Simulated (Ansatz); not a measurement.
Reaction (ligand exchange at a Zn–C bond): `CS[CH2][ZnH]` + `BS` → `B[S][ZnH]` + `CSC`

Calculated with Ansatz (gas phase, PBE0-D4/def2-TZVP geometries, no zero-point term in ΔE). CBS: MP2 limit from def2 TZ/QZ plus the TZ coupled-cluster correction, frozen cores. This one scheme is used for every species. Functionals use def2-TZVPP. HSE06 is defined as in plane-wave codes. For Zn outer-core shells are correlated without core-valence functions, which leaves a few kJ/mol of doubt a bond. Scalar relativity is left out up to krypton. One conformer a species, not always the lowest.

Task: Is it downhill or uphill in electronic energy at CCSD(T)/CBS, and by how much? (An estimate is asked.)

Result: Computed: Downhill: ΔE = -1.18 eV.

Task: What do these levels give: LDA (SPW92), B97M-V, r2SCANh-D4, BHLYP-D4, ωB97X-V, r2SCANh, HSE06, BHLYP, MP2/def2-TZVPP, HF/def2-QZVPP, SCS-MP2/def2-QZVPP, MP2/CBS(def2)? (Best estimate.)

Result: Computed: LDA (SPW92) -1.07, B97M-V -1.18, r2SCANh-D4 -1.19, BHLYP-D4 -1.21, ωB97X-V -1.17, r2SCANh -1.20, HSE06 -1.19, BHLYP -1.23, MP2/def2-TZVPP -1.14, HF/def2-QZVPP -1.36, SCS-MP2/def2-QZVPP -1.18, MP2/CBS(def2) -1.18 eV.

Largest T1 diagnostic among the species: 0.017.

From BLYP to BHLYP (50 % exact exchange), in def2-TZVPP and without D4, ΔE moves by −0.14 eV. Leaving LDA and LC-ωPBE aside and taking each functional with its dispersion term where it has one, the values, not all of them listed here, spread over 0.17 eV, from r2SCAN0-D4 to BLYP-D4. LDA lies +0.04 eV from PBE without D4. In def2-TZVPP, CCSD(T) changes the Hartree–Fock value by +0.21 eV (the triples alone add +0.02 eV) and MP2 by +0.21 eV.
